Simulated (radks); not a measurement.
Q: Neutral hydrogen, 1s1. Calculated with a radial shooting solver on a logarithmic mesh with Libxc functionals: non-relativistic Kohn-Sham, exchange-only PBE, spin-polarised, spherical densities, point nucleus. Every spin shell is full or empty, so the densities are truly spherical. Functionals are evaluated on that one density, not self-consistently. Rank these exchange functionals by their error against the exact value of the orbitals, and give that value: LDA, B88, PBEsol, PW86, WC, AM05, EV93, TPSS, SCAN, r2SCAN, MS2, Tao-Mo, TASK.

A: Exact: -0.305509 hartree. From best to worst, with 100 (|E| - |E exact|)/|E exact| (equal figures are ties): PW86 +0.27, TASK +0.28, r2SCAN +0.28, SCAN +0.28, TPSS +0.29, B88 -0.37, MS2 +0.38, Tao-Mo +0.39, WC -3.57, EV93 +4.45, PBEsol -5.91, AM05 -10.75, LDA -13.98.
